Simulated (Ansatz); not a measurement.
A geometry relaxed with B3LYP-D3(BJ)/def2-TZVP in Ansatz (a first-principles code), charge 0, multiplicity 1:

```xyz
9

F     -0.5200     1.4378    -1.2262
N      1.4298    -0.0037    -0.2721
H     -2.0039    -0.7777     0.7988
H      1.8949    -0.6636     0.3282
Si    -0.1579     0.4932     0.0101
N     -1.1597    -0.8424     0.2546
F     -0.3961     1.4259     1.2849
H     -1.1631    -1.6269    -0.3752
H      2.0735     0.5588    -0.8033
```

### Question
Write the SMILES of this molecule.

### Answer
`N[Si](N)(F)F`
